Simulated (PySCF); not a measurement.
Computed shifts of a molecule CH₅FO₂Si₂, PBE/pcSseg-1 (PySCF), GIAO, gas phase, atoms alike by connectivity averaged where their shifts nearly agree, in ppm (number of nuclei): ¹⁹F: -181.0 (1). ²⁹Si: 0.4 (1), -39.7 (1). ¹³C: 103.4 (1). ¹H: 6.07 (2), 5.96 (1), 5.42 (1), 5.28 (1). References: ¹⁹F against CFCl3 (σ = 133.6 ppm); ²⁹Si against TMS (σ = 335.4 ppm); ¹⁷O against H2O (σ = 334.3 ppm); ¹³C against TMS (σ = 182.0 ppm); ¹H against TMS (σ = 31.49 ppm), references at their B3LYP-D3(BJ)/def2-TZVP geometries, non-relativistic. Geometry: PBE0-D3(BJ)/def2-SVP. The values are those of a single conformer.

Task: Identify the compound among the candidates.
A) F[Si@H]1OCO[SiH2]1
B) O=C(O)[SiH2][SiH2]F
C) FC[SiH]1O[SiH2]O1
D) O=CO[SiH2][SiH2]F

Result: A, F[Si@H]1OCO[SiH2]1
